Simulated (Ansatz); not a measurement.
Relaxation of CH8AlPSi (12 atoms, charge 0, multiplicity 1), to a largest force component of 0.02 eV/Å in at most 50 steps.

These are results of Ansatz, RKS PBE0/6-31G*, not measurements.

```xyz
12
Properties=species:S:1:pos:R:3
C -0.024 2.230 -0.016
Si -0.805 0.554 -0.001
Al 0.890 -1.016 0.317
P 0.490 -3.280 0.413
H -0.880 3.010 -0.201
H 0.434 2.493 0.937
H 0.690 2.353 -0.851
H -1.736 0.472 1.091
H -1.468 0.304 -1.238
H 2.437 -0.525 0.507
H 0.970 -3.561 -0.874
H -0.921 -3.091 -0.050
```

Where does it end, and by what steps?

The run converged. After 11 steps the energy has fallen by 0.456 eV; H11 moved furthest, 0.62 Å.

```csv
step,energy less start (eV),largest force component (eV/Å),accepted
0,0.0000,2.238,yes
1,-0.3852,0.829,yes
2,-0.4191,0.163,yes
3,-0.4303,0.093,yes
4,-0.4428,0.195,yes
5,-0.4476,0.144,yes
6,-0.4494,0.341,yes
7,-0.4511,0.217,yes
8,-0.4427,0.387,no
9,-0.4557,0.025,yes
10,-0.4515,0.160,no
11,-0.4560,0.014,yes
```

```xyz
12
Properties=species:S:1:pos:R:3
C -0.098 2.435 0.012
Si -0.769 0.664 -0.001
Al 0.927 -1.108 0.178
P 0.306 -3.333 0.519
H -0.915 3.156 -0.096
H 0.425 2.653 0.949
H 0.607 2.595 -0.811
H -1.761 0.500 1.108
H -1.546 0.445 -1.263
H 2.500 -0.814 0.208
H 1.217 -3.899 -0.415
H -0.816 -3.349 -0.353
```

Run time: 47 s on 2 threads of Intel(R) Xeon(R) Platinum 8488C (Sapphire Rapids), with other jobs on the host, peak memory 0.2 GiB.
